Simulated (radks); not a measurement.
Results of a calculation; reference values are marked as such.
Ionisation of Tl, [Hg] 6p1, to Tl+, [Hg], under several functionals. Scalar-relativistic Kohn-Sham, spin-polarised, spherical densities, finite nucleus; open shells are filled with parallel spins first (spin-orbit coupling, left out, can overturn this in heavy ions); a radial shooting solver on a logarithmic mesh with Libxc functionals. The NIST Atomic Spectra Database gives 6.108 eV (measured). Rank these functionals by the error of their Delta-SCF ionisation energy: revPBE; PW91; B86b exchange with PBE correlation; RPBE; XLYP; BP86.

Answer. From best to worst: BP86 5.449 eV (-0.659); PW91 5.374 eV (-0.734); B86b exchange with PBE correlation 5.336 eV (-0.772); XLYP 5.320 eV (-0.789); RPBE 5.234 eV (-0.874); revPBE 5.229 eV (-0.880). Open shells are spherical and high-spin; term and fine-structure splittings are not resolved. Spin-orbit splitting is averaged out at the scalar-relativistic level.
